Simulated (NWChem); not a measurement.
## Atomisation of H$_{4}$Si$_{2}$

```
Si
H 1 1.5067
H 1 1.5095 2 108.58
H 1 1.5200 2 106.99 3 115.31
Si 1 2.3949 2 115.73 4 111.22
H 5 1.5489 1 87.63 2 168.95
```
Charge 0, spin multiplicity 1.

The numbers come from NWChem runs, not from measurements. All single points use one geometry, from PBE/def2-SVP, a minimum by its harmonic frequencies.

Basis set: def2-TZVP. The atomisation energy is electronic alone: no zero-point, thermal, spin-orbit or counterpoise terms. No value is extrapolated to the basis-set limit. Free atoms are single determinants with multiplicities Si 3, H 2. Correlated methods freeze the same cores in atoms and molecule, 10 orbitals in all.

B3LYP has NWChem's definition, with VWN1-RPA local correlation. The structure started from a generated list of species. No SCF solution was tested for a lower state. Open-shell Hartree-Fock references start from PBE0 orbitals.

### Question
Order these methods by the atomisation energy they give, lowest first: HF, PBE0, MP2, B3LYP, BP86.

### Answer
HF (270.5 kcal/mol), MP2 (338.5 kcal/mol), PBE0 (356.1 kcal/mol), B3LYP (361.8 kcal/mol), BP86 (368.9 kcal/mol)
